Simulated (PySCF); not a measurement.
Method: PBE in PySCF with Zr def2-TZVP with ECP28, Cl def2-TZVP; scalar-relativistic core potentials, no spin–orbit coupling; density-fitted integrals. Open shells, if any, are unrestricted.

Task: What spin state, shape and geometry does isolated ZrCl2 take (every ligand bound to Zr)?

Result: Formally Zr is in oxidation state +2, d2, with 2 unpaired electrons (the high-spin count). The Mulliken spin on Zr is 2.08. The polar-tensor charge on Zr, 1.08, is far below the formal one. The lowest minimum found is a triplet of C2v symmetry with Zr–Cl 2.347 Å (×2); Cl–Zr–Cl 137.5°. Its harmonic wavenumbers are 57 (a1), 361 (a1), 401 (b2) cm⁻¹ and its dipole moment is 1.75 D.

This need not be the most stable arrangement of these atoms. Other spin states or occupations of the open shell can lie lower.
